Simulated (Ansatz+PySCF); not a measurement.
The numbers below are computed, except where a source is named.
Input for Ansatz (development build ahead of 0.2.0):

```yaml
crystal:
  periodic: [false, false, false]
  atoms:
    - { symbol: H, position_ang: [2.2, 0.0, 0.0] }
    - { symbol: H, position_ang: [1.1, 1.90526, 0.0] }
    - { symbol: H, position_ang: [-1.1, 1.90526, 0.0] }
    - { symbol: H, position_ang: [-2.2, 0.0, 0.0] }
    - { symbol: H, position_ang: [-1.1, -1.90526, 0.0] }
    - { symbol: H, position_ang: [1.1, -1.90526, 0.0] }
basis:
  gaussian: { orbitals: cc-pVDZ }
hamiltonian:
  xc: pbe
output:
  forces: true
```

The input is written out in the form of the current development build from the run's settings.

Results

```json
{
  "Converged": "yes",
  "Total energy": "-2.98613 hartree",
  "Spin squared of the determinant": "0.000",
  "Stability test": "minimum among restricted orbitals"
}
```

Forces (eV/Å):
| atom | Fx | Fy | Fz |
| --- | --- | --- | --- |
| H1 | -1.278 | 0.000 | 0.000 |
| H2 | -0.639 | -1.107 | 0.000 |
| H3 | 0.639 | -1.107 | 0.000 |
| H4 | 1.278 | 0.000 | 0.000 |
| H5 | 0.639 | 1.107 | 0.000 |
| H6 | -0.639 | 1.107 | 0.000 |

Caution: an unrestricted determinant lies well below.
